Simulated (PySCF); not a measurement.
Delta-SCF ions had no search for a lower state. Excitations are Tamm–Dancoff values on a coarser integration grid. The basis has no diffuse functions, so Rydberg states are missing or too high.

# thienyl-bridged tricyanofuran chromophore `CN(C)c1ccc(/C=C/c2ccc(/C=C/C3=C(C#N)C(=C(C#N)C#N)OC3(C)C)s2)cc1` (charge 0, multiplicity 1)

All values below come from CAM-B3LYP-D3(BJ)/def2-SVP // PBE0-D3(BJ)/def2-SVP (PySCF).

```
Property                                                   Result
-------------------------------------------  --------------------
HOMO                                                     -6.55 eV
dipole moment                                             21.18 D
LUMO                                                     -2.43 eV
HOMO–LUMO gap                                             4.11 eV
S1 excitation (TDA)                                       2.62 eV
S1 oscillator strength                                       2.80
brightest of the four lowest singlets (TDA)               2.62 eV
T1 excitation (TDA)                                       1.46 eV
S1–T1 gap (TDA)                                           1.16 eV
vertical electron affinity (Delta-SCF)                    2.28 eV
total energy                                        -1694.6309 Ha
cost                                         roughly 4 core-hours
```

```xyz
54

C      9.7894     0.1829    -0.1357
N      8.7753     0.6935     0.7512
C      9.1570     1.4121     1.9403
C      7.4538     0.4979     0.4618
C      6.4314     0.9829     1.3172
C      5.0974     0.7826     1.0219
C      4.6856     0.0917    -0.1350
C      3.3032    -0.1446    -0.4840
C      2.2002     0.2216     0.2177
C      0.8503    -0.0469    -0.1931
C      0.3684    -0.6814    -1.3418
C     -1.0244    -0.7610    -1.3929
C     -1.6571    -0.1903    -0.2874
C     -3.0426    -0.0798     0.0178
C     -4.0659    -0.5393    -0.7660
C     -5.4504    -0.4398    -0.4760
C     -6.4617    -0.9140    -1.2897
C     -6.2336    -1.5643    -2.5283
N     -5.9415    -2.0830    -3.5243
C     -7.7269    -0.6292    -0.6576
C     -9.0159    -0.8974    -1.0632
C     -9.3042    -1.5606    -2.2886
N     -9.5664    -2.0993    -3.2827
C    -10.1055    -0.5018    -0.2350
N    -10.9947    -0.1806     0.4382
O     -7.5128    -0.0066     0.4961
C     -6.1013     0.1828     0.7422
C     -5.7867    -0.5560     2.0363
C     -5.8791     1.6864     0.8407
S     -0.4671     0.4443     0.8096
C      5.7047    -0.3853    -0.9804
C      7.0464    -0.1953    -0.7026
H      9.7167     0.6232    -1.1464
H     10.7802     0.4279     0.2656
H      9.7312    -0.9152    -0.2416
H     10.2508     1.4711     1.9930
H      8.7642     2.4444     1.9447
H      8.8027     0.9122     2.8597
H      6.6890     1.5250     2.2262
H      4.3506     1.1772     1.7146
H      3.1550    -0.6853    -1.4250
H      2.3181     0.7562     1.1648
H      1.0236    -1.0731    -2.1199
H     -1.5733    -1.2229    -2.2147
H     -3.2808     0.4173     0.9620
H     -3.8258    -1.0356    -1.7109
H     -6.4264    -0.1648     2.8398
H     -4.7358    -0.4244     2.3260
H     -5.9849    -1.6307     1.9208
H     -4.8320     1.9210     1.0732
H     -6.5179     2.0943     1.6365
H     -6.1439     2.1746    -0.1075
H      5.4269    -0.9252    -1.8900
H      7.7867    -0.5890    -1.3976
```
